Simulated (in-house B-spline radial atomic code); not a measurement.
## Removing one electron from Se4+

Closed shell [Ar] 3d10 4s2. Computed with a B-spline radial code for spherical atoms: Koopmans values of Dirac-Hartree-Fock plus a diagonal self-energy, in second order or with its direct term screened (direct RPA, with the hole-particle interaction, or full time-dependent Hartree-Fock), linearised in energy; no-pair Dirac-Coulomb Hamiltonian, finite nucleus. Shifts add to the Koopmans value (the ΔSCF shift is orbital relaxation alone); the final value takes TDHF screening with Breit and QED.

Command:
```bash
python run_mb.py task.json out
```
Settings (nuclear radius in fm, box in bohr, cutoff in hartree):
```
basis_form          2
Z                   34
core_configuration  [Ar] 3d10 4s2
rms_radius          4.14
mass_number         80
speed_of_light      137.036
box_radius          12.128
lmax                7
intervals           63
virtual_cutoff      4624.0
```

Run time, properties included: 19 s on 1 thread of Arm Neoverse V2, on a shared host.

Energies in eV:

```json
{"subshell": "4s1/2", "Koopmans": "65.82", "ΔSCF shift": "-0.221", "second order": "?", "direct RPA": "?", "hole-particle": "?", "TDHF": "?", "Breit + QED": "?", "final": "?"}
```

Task: What does the self-energy do to 4s1/2?

Result: It shifts the removal energy by 1.696 eV in second order, 0.989 with direct RPA, 1.146 with the hole-particle term and 1.367 with TDHF screening (quasi-particle weight 0.976); Breit and QED add -0.038 eV. The final value is 67.15 eV, against 68.3 ± 0.1 eV (NIST, semi-empirical). The mixing of s² with p² in the ground state is caught to low order only, which falls short in light ions.
